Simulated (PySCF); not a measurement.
Problem. Give a PBE0-D3(BJ)/def2-SVP geometry of `O=C(O)CB(F)F`.

Solution. 
```xyz
10
C2H3BF2O2 angstrom
O      1.2090   -1.4671   -0.8317
C      0.9325   -0.5146   -0.1538
O      1.7603    0.5248    0.0178
C     -0.3682   -0.3203    0.5658
B     -1.3744    0.5755   -0.2377
F     -0.9672    1.4416   -1.1411
F     -2.6714    0.5011   -0.0183
H      2.5477    0.3441   -0.5194
H     -0.8250   -1.2978    0.7691
H     -0.1946    0.1913    1.5283
```

Any rigid rotation of these coordinates is as good. Atoms count from 1 in this order. Of the pairs four or more bonds apart, O3···F6 is among the closest relative to their van der Waals radii: 3.10 Å, 104 % of the sum of Bondi's values. The C–O distances run from 1.201 Å (O1=C2, drawn double) to 1.340 Å (C2–O3, drawn single), a spread of 0.139 Å. B5 (three-coordinate boron) is planar (angles 121.9°, 120.9° and 117.1°, sum 360.0°, 0.01 Å off the plane of its three neighbours).

Bonds between heavy atoms (Å): O1=C2 1.201, C2–O3 1.340, C2–C4 1.499, C4–B5 1.569, B5–F6 1.316, B5–F7 1.318.

Level of theory: PBE0-D3(BJ)/def2-SVP geometry optimisation, gas phase (PySCF).

Point group: C1 (no symmetry element, even within 0.4 Å). Not checked by PBE0-D3(BJ)/def2-SVP frequencies. The numbers are those of one conformer (O1–C2–O3–H 2°, O1–C2–C4–B5 -97°, C2–C4–B5–F6 -24°).

Time: 2.3 min wall; peak memory 0.46 GiB. Hardware: an Arm Neoverse N1 with one thread, on a shared host. That covers the optimisation of the geometry.
